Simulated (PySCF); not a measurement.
C2H5O2, SMILES COC=[OH+], charge +1.

Geometry optimised at B3LYP-D3(BJ)/def2-SVP. The isomer is the one that the SMILES or the coordinates give; other isomers of the formula were not compared. The values are those of a single conformer.

Two levels are set side by side: TDDFT-PBE/def2-SVPD (PySCF) and TDDFT-PBE0/def2-SVPD (PySCF). Vertical, same geometry. The lowest singlet is HOMO−1→LUMO 100 % with PBE and HOMO−1→LUMO 95 % with the other functional; states are paired by order. Differences are taken from unrounded values.

| quantity | TDDFT-PBE0 |
|---|---|
| lowest singlet excitation (eV) | 7.20 |
| lowest triplet excitation (TDA) (eV) | 6.02 |
| first bright state (f over 0.05) (eV) | 8.00 |
| its oscillator strength | 0.15 |

Task: What does TDDFT-PBE give, and how far is it from TDDFT-PBE0? (An estimate is asked for; the answer gives what the named calculation found.)

Result: 
| quantity | TDDFT-PBE | TDDFT-PBE minus TDDFT-PBE0 |
|---|---|---|
| lowest singlet excitation (eV) | 6.42 | -0.77 |
| lowest triplet excitation (TDA) (eV) | 5.67 | -0.35 |
| first bright state (f over 0.05) (eV) | 7.19 | -0.81 |
| its oscillator strength | 0.11 | -0.04 |

Functionals without exact exchange tend to place singlet excitations lower, as here. Differences between two approximate levels are no errors against the true value.

Rough cost on one machine, each run with all the roots and properties that it gave: TDDFT-PBE0 against TDDFT-PBE about 3 times.
